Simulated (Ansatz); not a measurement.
Ideal-gas functions of H4NO2Si, SMILES `N[Si](O)O` radical at 500 K and 1 bar, from an Ansatz frequency run at PBE0-D4/def2-TZVP.

Molar mass 78.12 g/mol, point group Cs (symmetry number 1), electronic degeneracy 2, moments of inertia 68.371, 76.678, 132.753 u Å². Harmonic wavenumbers (cm⁻¹, unscaled): 170, 230, 264, 305, 340, 369, 378, 768, 779, 835, 836, 933, 940, 1569, 3620, 3723, 3922, 3924.

Use S(trans) = R[1.5 ln M + 2.5 ln T − 1.1517]; rotational temperatures θ = 24.2544 K / I; S(rot) = R[ln(√π/σ · √(T³/θAθBθC)) + 1.5]; for each mode x = 1.438777 ν̃/T, S = R[x/(eˣ − 1) − ln(1 − e⁻ˣ)] and H = RT x/(eˣ − 1); 1 cm⁻¹ = 0.0119627 kJ/mol; R = 8.31446 J/(mol·K).

**Question.** By hand: the entropy, in J/(mol·K).

**Answer.** Translation 174.0. Rotation: θ = 0.3547, 0.3163, 0.1827 K, giving 110.9. Vibration, mode by mode: 14.34, 11.90, 10.80, 9.66, 8.82, 8.20, 8.01, 3.23, 3.15, 2.78, 2.77, 2.22, 2.19, 0.51, 0.00, 0.00, 0.00, 0.00, in all 88.6. Electronic 5.8. Sum 379.3 J/(mol·K).

**Question.** By hand: H − E and G − E in kJ/mol, counted from the electronic energy.

**Answer.** Zero-point energy ½ × 23905 × 0.0119627 = 143.0; thermal vibration 24.7; translation, rotation and pV give 4 RT = 16.6. H − E = 184.3 kJ/mol, and G − E = 184.3 − 500 × 379.3/1000 = -5.3 kJ/mol.

Vibration gives 23 % of the entropy. The sum counts one conformer and one mirror image; others add a mixing term.
